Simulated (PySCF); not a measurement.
C2H7FSi2, SMILES [SiH3][SiH2]/C=C\F.

Coordinates come from a B3LYP-D3(BJ)/def2-SVP optimisation. The structure was generated by enumeration; whether it is a known compound was not checked. The values are those of a single conformer.

Calculation: PBE/def2-TZVP (PySCF).

Isolated molecule, no solvent.

Question: Estimate the frontier levels, gap, dipole moment and polarisability. (Estimate from the structure and the level; the computed values follow.)

Answer: 
- highest occupied level = -6.38 eV
- lowest empty level = -1.59 eV
- orbital gap = 4.79 eV
- dipole moment = 1.50 D
- quadrupole, principal values (traceless, Buckingham form, about the centre of nuclear charge) = -3.84, -2.23, 6.07 D·Å
- mean static polarisability = 85.0 bohr³ (12.59 Å³)
- polarisability, principal values = 70.9, 84.4, 99.5 bohr³
